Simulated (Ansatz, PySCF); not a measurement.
Breaking the Al1–H2 bond in C2H5Al (SMILES C=[CH][AlH2]) (multiplicity 1 held, fragments rigid). Energies count from the point at 1.582 Å.
Geometry at that point (charge 0, multiplicity 1):
| atom | x (Å) | y (Å) | z (Å) |
|---|---|---|---|
| Al | -0.1364 | 0.1629 | 1.1626 |
| H | -0.8151 | 1.5910 | 1.2176 |
| H | 0.1783 | -0.6444 | 2.4857 |
| C | 0.2915 | -0.5524 | -0.5896 |
| C | 0.0180 | 0.1449 | -1.6988 |
| H | 0.7594 | -1.5259 | -0.7301 |
| H | 0.2417 | -0.2199 | -2.6984 |
| H | -0.4483 | 1.1257 | -1.6579 |

R- and RO- levels are restricted; in cc, def2 and unpolarised 6-31G sets they are followed outwards from rest. Unrestricted levels (U-) break spin symmetry where that is lower. Active spaces are followed from a long bond inwards. Curves can end on different states.

Frozen-core correlation. Rows in 6-31G* carry no dispersion term and start afresh at each structure (6-31G* with six Cartesian d functions). MP2/6-31G* freezes PySCF's default core.

Programs: Ansatz (a program for electronic structure) with Gaussian orbitals; PySCF for 6-31G* rows. Values without a source in brackets are computed.

Energies in kJ/mol.

| R (Å) | U-HF/cc-pV(T+d)Z | R-B3LYP/cc-pV(T+d)Z | R-MP2/6-31G* | R-SCS-MP2/cc-pV(T+d)Z | FIC-NEVPT4(SD) on CASSCF(2,2)/cc-pV(T+d)Z | FIC-MRCISD+Q on CASSCF(2,2)/cc-pV(T+d)Z |
|---|---|---|---|---|---|---|
| 1.266 | 105 | 101 | 114 | 103 | 104 | 104 |
| 1.424 | 21 | 20 | 24 | 20 | 21 | 21 |
| 1.582 | 0 | 0 | 0 | 0 | 0 | 0 |
| 1.740 | 14 | 13 | 12 | 14 | 13 | 13 |
| 1.899 | 47 | 43 | 43 | 46 | 42 | 43 |
| 2.136 | 111 | 101 | 105 | 108 | 100 | 101 |
| 2.373 | 180 | 162 | 170 | 174 | 160 | 161 |
| 2.769 | 249 | 255 | 271 | 275 | 246 | 248 |
| 3.164 | 274 | 329 | 352 | 356 | 305 | 307 |
| 3.639 | 284 | 394 | 423 | 426 | 344 | 346 |
| 4.272 | 288 | 451 | 473 | 478 | 362 | 364 |
| 5.063 | 289 | 490 | 474 | 489 | 366 | 368 |

Doubts at one or more of the structures used: a spin-contaminated determinant (U-HF/cc-pV(T+d)Z); a restricted determinant that unrestricted orbitals would lower (R-B3LYP/cc-pV(T+d)Z, R-MP2/6-31G*, R-SCS-MP2/cc-pV(T+d)Z).
